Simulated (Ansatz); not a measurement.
Reaction R1 → 3 P1, each structure at its B3LYP-D3(BJ)/def2-TZVP stationary point, reached from a drawn start (curvature not checked).
R1: O3 (SMILES O=[O+][O-]), charge 0, multiplicity 1.
P1: O atom, charge 0, multiplicity 3.

P less R. No zero-point or thermal terms; singlets are restricted closed shells; open shells are unrestricted; no spin–orbit coupling.

Correlated levels freeze the cores.

Run with Ansatz (a quantum-chemistry and plane-wave program) with Gaussian orbitals. No computed number here is a measurement.

Total energies in hartree:

```tsv
structure	PBE/def2-TZVPP	r2SCAN/def2-TZVPP	CCSD(T)/cc-pVQZ
R1	-225.323025	-225.417573	-225.201791
P1	-75.009672	-75.058615	-74.993566
```

Question: Work out the reaction energy at each level in kJ/mol (1 hartree = 2625.49964 kJ/mol), and say how far PBE/def2-TZVPP lies from CCSD(T)/cc-pVQZ.

Answer: 
- PBE/def2-TZVPP: 3 × (-75.009672) − (-225.323025) = 0.294009 hartree = 771.9 kJ/mol
- r2SCAN/def2-TZVPP: 3 × (-75.058615) − (-225.417573) = 0.241728 hartree = 634.7 kJ/mol
- CCSD(T)/cc-pVQZ: 3 × (-74.993566) − (-225.201791) = 0.221093 hartree = 580.5 kJ/mol
PBE/def2-TZVPP less CCSD(T)/cc-pVQZ: 191.4 kJ/mol. CCSD(T)/cc-pVQZ is the level counted from, the highest shown, and no exact or measured value.

Doubts at one or more of the structures used: other coupled-cluster roots may lie near (CCSD(T)/cc-pVQZ).
